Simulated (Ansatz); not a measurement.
Calculated with Ansatz (gas phase, PBE0-D4/def2-TZVP geometries, no zero-point term in ΔE). CCSD(T)/CBS is the MP2 limit (def2-TZVPP, def2-QZVPP) plus CCSD(T) − MP2 in def2-TZVPP, frozen cores. DFT in def2-TZVPP. B3LYP here is the variant with VWN-RPA as its local correlation; programs differ in this. For Se outer-core shells are correlated without core-valence functions, which leaves a few kJ/mol of doubt a bond. Scalar relativity is left out up to krypton. Each species was taken in one conformer, which may not be the lowest.

Reaction (ligand exchange at the Si–C bond): `FC([SiH3])[SiH2]S` + H₂Se → `S[SiH2][SeH]` + `FC[SiH3]`

`FC([SiH3])[SiH2]S`:

Z-matrix (Å, degrees):
```
C
Si 1 1.896
Si 1 1.892 2 115.0
F 1 1.410 2 108.9 3 -121.2
H 1 1.098 2 109.0 3 121.9
H 2 1.484 1 109.9 3 57.6
H 2 1.487 1 107.6 3 -61.7
H 2 1.485 1 110.0 3 178.6
S 3 2.132 1 110.9 2 -179.5
H 3 1.485 1 108.5 2 -56.5
H 3 1.484 1 109.2 2 63.8
H 9 1.345 3 93.3 1 56.5
```

H₂Se:

Z-matrix (Å, degrees):
```
Se
H 1 1.467
H 1 1.467 2 91.2
```

`S[SiH2][SeH]`:

Z-matrix (Å, degrees):
```
Si
Se 1 2.280
S 1 2.128 2 108.9
H 1 1.482 2 112.9 3 114.9
H 1 1.484 2 108.1 3 -123.3
H 2 1.470 1 92.5 3 154.4
H 3 1.344 1 94.4 2 -59.0
```

`FC[SiH3]`:

Cartesian coordinates in Å:
```
F 1.887 0.325 0.279
C 0.550 0.531 0.601
Si -0.569 -0.483 -0.544
H 0.338 1.602 0.513
H 0.404 0.248 1.649
H -1.980 -0.222 -0.151
H -0.270 -1.930 -0.395
H -0.360 -0.072 -1.954
```

**Question.** Is it downhill or uphill in electronic energy at CCSD(T)/CBS, and by how much? (Best estimate.)

**Answer.** Computed: Downhill: ΔE = -0.74 eV.

**Question.** What do these levels give: PBE0-D4, ωB97X-V, B3LYP, HF/def2-TZVPP, MP2/def2-TZVPP, MP2/CBS(def2)? (Best estimate.)

**Answer.** Computed: PBE0-D4 -0.74, ωB97X-V -0.69, B3LYP -0.75, HF/def2-TZVPP -0.83, MP2/def2-TZVPP -0.76, MP2/CBS(def2) -0.80 eV.

Largest T1 diagnostic among the species: 0.012.

The D4 term adds +0.05 eV with B3LYP and +0.03 eV with PBE0; it sums over pairs of atoms, weighted by their polarisabilities, and B3LYP, whose exchange is more repulsive, gets the larger term. In def2-TZVPP, CCSD(T) changes the Hartree–Fock value by +0.13 eV (the triples alone add +0.02 eV) and MP2 by +0.07 eV.
